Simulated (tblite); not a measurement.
Species: C5H6F2OSi.
Atom-mapped SMILES: `[F:1][CH:2]([F:3])[c:4]1[cH:5][cH:6][c:7]([SiH3:8])[o:9]1` (hydrogens: H10 on C2; H11 on C5; H12 on C6; H13, H14, H15 on Si8)

Computed with GFN2-xTB (tblite), gas phase: L-BFGS steps from a force-field or distance-geometry start until the largest atomic force falls under 0.01 eV/Å.

Step 2: E = -789.5505 eV
```
atom  x, y, z in Å  |  force x, y, z in eV/Å
F1     -3.3154   -0.1837    0.8757   -0.013   0.029  -0.077
C2     -2.4753    0.7143    0.2949    0.110  -0.062  -0.040
F3     -3.1282    1.1851   -0.8019   -0.014  -0.053   0.082
C4     -1.1764    0.0784   -0.0810   -0.037  -0.033   0.075
C5     -0.8816   -0.9795   -0.8961    0.166   0.000  -0.065
C6      0.5278   -1.1134   -0.8489   -0.095   0.068   0.069
C7      0.9983   -0.1373   -0.0034    0.150  -0.073   0.004
Si8     2.7365    0.3432    0.5905   -0.100  -0.033  -0.039
O9     -0.0510    0.5807    0.4651    0.110   0.050  -0.021
H10    -2.3400    1.5501    0.9988    0.037  -0.007  -0.039
H11    -1.5786   -1.5713   -1.4617    0.098   0.094   0.098
H12     1.1171   -1.8431   -1.3717   -0.048   0.087   0.059
H13     3.0260    1.7314    0.2014   -0.101  -0.116   0.024
H14     2.8223    0.2094    2.0525   -0.093   0.013  -0.132
H15     3.7142   -0.5563   -0.0361   -0.172   0.034   0.003
```

Step 3: E = -789.5557 eV
```
atom  x, y, z in Å  |  force x, y, z in eV/Å
F1     -3.3162   -0.1826    0.8732    0.008  -0.001  -0.052
C2     -2.4705    0.7110    0.2945   -0.043   0.068  -0.013
F3     -3.1299    1.1841   -0.8006    0.052  -0.070   0.090
C4     -1.1749    0.0763   -0.0785    0.060  -0.019   0.017
C5     -0.8765   -0.9786   -0.8980   -0.046   0.081   0.037
C6      0.5250   -1.1128   -0.8478    0.147   0.059   0.072
C7      1.0010   -0.1389   -0.0027    0.034  -0.045  -0.019
Si8     2.7345    0.3424    0.5896   -0.095  -0.027  -0.032
O9     -0.0476    0.5809    0.4629    0.072   0.061   0.038
H10    -2.3389    1.5505    0.9979    0.051  -0.055  -0.064
H11    -1.5748   -1.5677   -1.4580    0.028   0.017   0.020
H12     1.1143   -1.8387   -1.3687    0.018  -0.008  -0.007
H13     3.0226    1.7272    0.2023   -0.087  -0.046   0.002
H14     2.8192    0.2099    2.0477   -0.087   0.004  -0.057
H15     3.7082   -0.5548   -0.0357   -0.111  -0.018  -0.033
```

Step 4: E = -789.5580 eV
```
atom  x, y, z in Å  |  force x, y, z in eV/Å
F1     -3.3165   -0.1822    0.8712    0.014  -0.020  -0.026
C2     -2.4691    0.7106    0.2942   -0.037   0.044  -0.003
F3     -3.1299    1.1825   -0.7987    0.053  -0.048   0.038
C4     -1.1729    0.0749   -0.0773    0.035   0.086   0.054
C5     -0.8751   -0.9765   -0.8979   -0.014   0.022   0.025
C6      0.5263   -1.1123   -0.8466    0.104   0.074   0.069
C7      1.0028   -0.1398   -0.0023   -0.016  -0.019  -0.021
Si8     2.7321    0.3416    0.5886   -0.060  -0.016  -0.019
O9     -0.0449    0.5818    0.4624    0.037   0.044   0.052
H10    -2.3376    1.5498    0.9965    0.056  -0.037  -0.039
H11    -1.5726   -1.5659   -1.4560   -0.001  -0.008  -0.007
H12     1.1133   -1.8367   -1.3673    0.069  -0.070  -0.049
H13     3.0197    1.7245    0.2027   -0.078  -0.006  -0.011
H14     2.8164    0.2101    2.0446   -0.084  -0.001  -0.013
H15     3.7036   -0.5544   -0.0361   -0.078  -0.045  -0.051
```

**Question.** Estimate the geometry and energy of step 5. (The exact step hangs on the optimiser's Hessian estimate; all steps are aligned on step 4, rigid shifts and turns removed.)

**Answer.** E = -789.5601 eV, largest force 0.113 eV/Å
```
atom  x, y, z in Å  |  force x, y, z in eV/Å
F1     -3.3165   -0.1822    0.8689    0.018  -0.037   0.004
C2     -2.4679    0.7106    0.2939   -0.008   0.003   0.022
F3     -3.1291    1.1803   -0.7964    0.033  -0.010  -0.043
C4     -1.1706    0.0757   -0.0747    0.037   0.078   0.014
C5     -0.8732   -0.9742   -0.8974    0.007   0.017   0.051
C6      0.5288   -1.1109   -0.8448    0.036   0.001  -0.006
C7      1.0045   -0.1405   -0.0018   -0.052   0.037   0.006
Si8     2.7286    0.3404    0.5873    0.002  -0.001   0.001
O9     -0.0416    0.5835    0.4628    0.003   0.030   0.063
H10    -2.3351    1.5486    0.9946    0.049   0.002   0.006
H11    -1.5706   -1.5643   -1.4543   -0.009  -0.012  -0.014
H12     1.1136   -1.8360   -1.3669    0.076  -0.070  -0.046
H13     3.0152    1.7217    0.2029   -0.067   0.032  -0.023
H14     2.8119    0.2104    2.0413   -0.077  -0.007   0.029
H15     3.6976   -0.5550   -0.0375   -0.048  -0.067  -0.064
```

The energy changes by -0.0021 eV. The first-order estimate −F·Δx gives -0.0030 eV and the mean of the old and new forces, exact on a quadratic surface, -0.0021 eV. The step makes an angle of 47° with the force vector and moves no atom by more than 0.006 Å.

What follows is the cost of the whole relaxation. Time: under 0.1 s. Hardware: an AMD EPYC 9R45 with one thread, no GPU (shared host).
